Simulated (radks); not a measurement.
Results of a calculation; reference values are marked as such.
All-electron atom: Pd2+ in [Kr] 4d7 5s1 (not the ground configuration). Level of theory: Dirac Kohn-Sham, HCTH/407, spin-unpolarised, spherical densities, point nucleus; open shells are shared between the two j in proportion to 2j + 1 (a radial shooting solver on a logarithmic mesh with Libxc functionals).

Spin-orbit splittings of the eigenvalues, e(l+1/2) - e(l-1/2), with zeta = 2 splitting/(2l+1) and mean radii in bohr:

shell  occ.  splitting (eV)  zeta (eV)  <r> j=l-1/2  <r> j=l+1/2
2p        6           159.4      106.3       0.1171       0.1221
3p        6           27.88      18.58       0.3707       0.3814
3d       10           5.580      2.232       0.3546       0.3581
4p        6           4.596      3.064        1.003        1.032
4d        7               ?          ?        1.306        1.320

Estimate the 4d splitting.

Answer. 0.5725 eV (zeta = 0.2290 eV).
